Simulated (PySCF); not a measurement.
## TDDFT excited states: H9N3Si3

Species: H₉N₃Si₃.
SMILES: `N1[SiH](N[SiH3])N[SiH2]1`

Computed with TDDFT CAM-B3LYP/def2-SVPD, vertical, gas phase, core orbitals frozen in the response (PySCF). Geometry: PBE0-D3(BJ)/def2-SVP, one conformer, isolated molecule. Torsions of this conformer, `[SiH3:1][NH:2][SiH:3]1[NH:4][SiH2:5][NH:6]1`: Si1–N2–Si3–N4 -63°.

```tsv
state	E (eV)	ν̃ (cm⁻¹)	f	|μ| (D)	main configurations (H = HOMO, L = LUMO)
S1	6.13	49460	0.040	1.32	H→L (87%)
S2	6.36	51290	0.0004	0.13	H-1→L (74%), H→L+1 (14%)
S3	6.61	53350	0.014	0.73	H→L+1 (48%), H-2→L+1 (26%), H-1→L (10%)
S4	6.93	55870	0.0004	0.12	H→L+2 (28%), H-2→L+1 (24%), H→L+1 (13%)
S5	7.26	58520	0.0049	0.42	H-1→L+1 (47%), H-2→L (10%), H-1→L+2 (10%)
S6	7.36	59330	0.058	1.44	H-2→L (54%), H-1→L+1 (8%)
S7	7.42	59810	0.0018	0.25	H→L+2 (41%), H-2→L+1 (20%), H→L+1 (8%)
S8	7.66	61800	0.045	1.24	H→L+5 (24%), H-1→L+2 (20%), H→L+6 (18%)
S9	7.70	62090	0.0095	0.57	H-2→L+2 (31%), H→L+3 (23%), H-1→L+2 (8%)
S10	7.74	62400	0.038	1.14	H-1→L+2 (20%), H→L+6 (9%)
```

Triplets, Tamm–Dancoff:

| state | E (eV) | λ (nm) | main configurations (H = HOMO, L = LUMO) |
| --- | --- | --- | --- |
| T1 | 5.85 | 212.0 | H→L (85%) |
| T2 | 6.04 | 205.1 | H-1→L (72%), H→L+1 (11%) |
| T3 | 6.32 | 196.2 | H→L+1 (37%), H-2→L+1 (31%), H-2→L+2 (9%) |
| T4 | 6.72 | 184.6 | H→L+1 (22%), H→L+2 (19%), H-2→L+1 (15%) |

The lowest singlet lies at 6.13 eV (202 nm, ultraviolet) and is of moderate strength; its leading configuration is HOMO→LUMO (87%). The strongest level in the table is S6 at 7.36 eV (169 nm, f = 0.058). Löwdin shares by element: HOMO nitrogen 79%, silicon 5% or more (atoms not listed hold the other 15%); LUMO silicon 36% or more, hydrogen 21% or more (atoms not listed hold the other 44%). Of the 10 states listed, 5 reach f = 0.01 and 2 stay under 0.0005. Orbital energies (eV): HOMO-3 -10.66, HOMO-2 -9.14, HOMO-1 -8.90, HOMO -8.49, LUMO 0.92, LUMO+1 1.06, LUMO+2 1.48. Weighted by f, the mean energy of these states is 7.22 eV. The vertical ionisation energy (ΔSCF) is 9.13 eV, 1.39 eV above S10. Singlets were solved by full linear response, triplets in the Tamm–Dancoff approximation.

Without π bonds the low states are Rydberg-like; a valence basis with one diffuse set may place them up to an eV too high.
